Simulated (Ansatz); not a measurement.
Geometry optimisation, RKS PBE-D4/def2-SVP (Ansatz).

input.yaml

```yaml
crystal:
  periodic: [false, false, false]
  atoms:
    - { symbol: Ta, position_ang: [0.0, 0.0, 0.0] }
    - { symbol: O, position_ang: [2.02, 0.0, 0.0] }
    - { symbol: H, position_ang: [2.3571, -0.5308, 0.7903] }
    - { symbol: "N", position_ang: [0.0, 0.0, 2.16] }
    - { symbol: H, position_ang: [-0.2456, -0.8845, 2.69] }
    - { symbol: H, position_ang: [0.2456, 0.8845, 2.69] }
    - { symbol: "N", position_ang: [0.0, 0.0, -2.16] }
    - { symbol: H, position_ang: [-0.6116, -0.6845, -2.69] }
    - { symbol: H, position_ang: [0.6116, 0.6845, -2.69] }
    - { symbol: Cl, position_ang: [-1.235, 2.139, 0.0] }
    - { symbol: Cl, position_ang: [-1.235, -2.139, 0.0] }
basis:
  gaussian: { orbitals: def2-SVP }
hamiltonian:
  xc: pbe
  dispersion: d4
relax:
  f_tol: 0.02
  max_steps: 40
```

Launched with:

```bash
$ ansatz run input.yaml --threads 4 --pin off --max-ram 5120MiB --backend cpu --events-out ev --progress --plain --runs-dir out
```

Where does it end, and by what steps?

The forces met the threshold. After 20 steps the energy has fallen by 1.795 eV; Cl10 moved furthest, 1.94 Å.

```
step  energy less start (eV)  largest force component (eV/Å)  accepted
   0                  0.0000                           2.044       yes
   1                 -0.9346                           1.067       yes
   2                 -1.1449                           1.221       yes
   3                 -1.2351                           1.324       yes
   4                 -1.3347                           0.456       yes
   5                 -1.3620                           0.674       yes
   6                 -1.3916                           0.625       yes
   7                 -1.4434                           0.227       yes
   8                 -1.4871                           0.325       yes
   9                 -1.5322                           0.243       yes
  10                 -1.5788                           0.247       yes
  11                 -1.6254                           0.270       yes
  12                 -1.6736                           0.235       yes
  13                 -1.7097                           0.762       yes
  14                 -1.7272                           0.867       yes
  15                 -1.7704                           0.312       yes
  16                 -1.7791                           0.690       yes
  17                 -1.7915                           0.234       yes
  18                 -1.7931                           0.084       yes
  19                 -1.7942                           0.081       yes
  20                 -1.7951                           0.013       yes
```

```xyz
11
Properties=species:S:1:pos:R:3
Ta 0.478 -0.057 0.108
O 2.351 -0.028 -0.253
H 3.247 0.013 0.118
N -0.976 -0.093 1.485
H -1.276 -0.953 1.957
H -1.274 0.736 2.009
N -0.431 -0.013 -1.621
H -1.445 -0.012 -1.765
H 0.071 0.016 -2.516
Cl 0.572 2.257 0.698
Cl 0.590 -2.396 0.570
```

Whether the end is a true minimum wasn't checked by a vibrational analysis.

Run time: 60 s on 4 threads of Intel(R) Xeon(R) Platinum 8259CL CPU @ 2.50GHz (Skylake/Cascade Lake), on a shared host, peak memory 0.24 GiB.
